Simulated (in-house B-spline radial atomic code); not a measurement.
**BLYP excitations of the chromium ion Cr⁶⁺**

Method: BLYP. Computed with an all-electron radial atomic-structure program (B-spline basis): linear response of the closed shell [Ne] 3s2 3p6 with the functional's adiabatic kernel; non-relativistic, point nucleus, no spin-orbit coupling, no double excitations, S, P, D and F terms only. Only terms of natural parity with L up to 3 were computed.

Command:
```bash
python run_td.py task.json out
```
Settings (radii: box in bohr, nucleus in fm):
```
Z                        24
electrons                18
configuration            [Ne] 3s2 3p6
hamiltonian              nr
method                   b88,lyp
box_radius               14.35
intervals                52
```

Run time, properties included: 0.6 s on 1 thread of Intel(R) Xeon(R) Platinum 8488C (Sapphire Rapids), on a shared host.

The lowest states, in the order of their Tamm-Dancoff energies; the method's threshold (minus the highest occupied level) is 148.24 eV. Labels give the largest channel, * marks a mixed state, and oscillator strengths are full-response dipole values. Semilocal kernels can invert the small singlet-triplet splittings of Rydberg terms. Energies in eV:

```csv
state,full response,Tamm-Dancoff,oscillator strength
3p → 3d 3P,42.04,42.20,-
3p → 3d 3F,42.45,42.64,-
3p → 3d 1F,46.37,46.38,-
3p → 3d 1P,60.32,63.02,3.43
3s → 3d 3D,72.14,72.21,-
3s → 3d 1D,76.92,77.04,-
3p → 4s 3P,79.52,79.53,-
3p → 4s 1P,?,?,?
3p → 4p 3S,87.53,87.56,-
3p → 4p 3D,88.15,88.16,-
3p → 4p 1D,88.99,89.00,-
3p → 4p 1S,92.92,93.19,-
3p → 4d 3P,101.44,101.46,-
3p → 4d 3F,?,?,-
3p → 4d 1F,102.07,102.07,-
3p → 4d 1P,103.08,103.19,0.19
```

Where does 3p → 4d 3F lie?

At 101.49 eV in full response, 101.50 eV in Tamm-Dancoff.

Where does 3p → 4s 1P lie?

At 80.59 eV in full response, 80.64 eV in Tamm-Dancoff, oscillator strength 0.251.

How large is the singlet-triplet splitting of 3p → 3d (F terms) in Tamm-Dancoff?

3.75 eV, from the unrounded values.

What polarisabilities and dispersion coefficient does the method give?

Dipole 0.8197 bohr³, quadrupole 0.7305 bohr⁵, C6 1.266 hartree·bohr⁶ for two such species.
